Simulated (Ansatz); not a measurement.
`N[SiH2]N` + `C/N=C\N` → `N/C=N/[SiH2]N` + CH₃NH₂  (formal exchange of groups at the Si–N bond)

Program: Ansatz. Geometries: PBE0-D4/def2-TZVP. ΔE: electronic, gas phase. CCSD(T)/CBS adds triple-zeta CCSD(T) − MP2 to the extrapolated MP2 energy (def2 sets, frozen cores). This one scheme is used for every species. Double bonds are as drawn, so ΔE can hold a change between cis and trans. DFT in def2-TZVPP. B3LYP here is the variant with VWN-RPA as its local correlation; programs differ in this. One conformer a species, not always the lowest.

`N[SiH2]N`:

```xyz
9

N     1.294   -0.110   -0.666
Si   -0.381    0.097   -0.386
N    -0.674   -0.049    1.293
H     1.979    0.484   -0.228
H     1.623   -0.491   -1.536
H    -1.011   -0.921   -1.277
H    -0.968    1.427   -0.727
H    -1.438    0.443    1.724
H    -0.424   -0.881    1.802
```

`C/N=C\N`:

```xyz
10

C     0.663    1.142    0.407
N     0.631    0.438   -0.852
C    -0.115   -0.584   -0.923
N    -0.935   -1.093    0.048
H     1.352    1.984    0.338
H    -0.324    1.542    0.684
H     1.007    0.507    1.238
H    -0.164   -1.128   -1.866
H    -0.815   -0.787    0.998
H    -1.299   -2.020   -0.072
```

`N/C=N/[SiH2]N`:

Cartesian coordinates in Å:
```
N -0.642 -1.804 -1.772
C 0.068 -0.987 -0.962
N -0.391 -0.491 0.110
Si 0.512 0.565 1.126
N -0.155 2.129 1.356
H -0.220 -2.237 -2.571
H -1.562 -2.089 -1.485
H 1.083 -0.796 -1.348
H 1.878 0.753 0.541
H 0.590 -0.050 2.475
H -0.963 2.235 1.949
H -0.199 2.772 0.581
```

CH₃NH₂:

Z-matrix (Å, degrees):
```
C
N 1 1.453
H 1 1.092 2 109.4
H 1 1.100 2 115.4 3 -121.6
H 1 1.092 2 109.4 3 116.8
H 2 1.012 1 110.6 3 62.6
H 2 1.012 1 110.6 3 -179.3
```

```json
{"level": "r2SCAN", "ΔE (kcal/mol)": "2.2"}
{"level": "PBE0", "ΔE (kcal/mol)": "1.6"}
{"level": "B3LYP", "ΔE (kcal/mol)": "1.4"}
{"level": "CCSD/CBS(def2)", "ΔE (kcal/mol)": "2.6"}
```

What does CCSD(T)/CBS give? (An estimate is asked.)

Ansatz gave: +2.7 kcal/mol. The listed levels differ from it by -0.5, -1.1, -1.3, -0.1 kcal/mol.

Largest T1 diagnostic among the species: 0.013.

In def2-TZVPP, CCSD(T) changes the Hartree–Fock value by +2.0 kcal/mol (the triples alone add +0.1 kcal/mol) and MP2 by +2.0 kcal/mol.
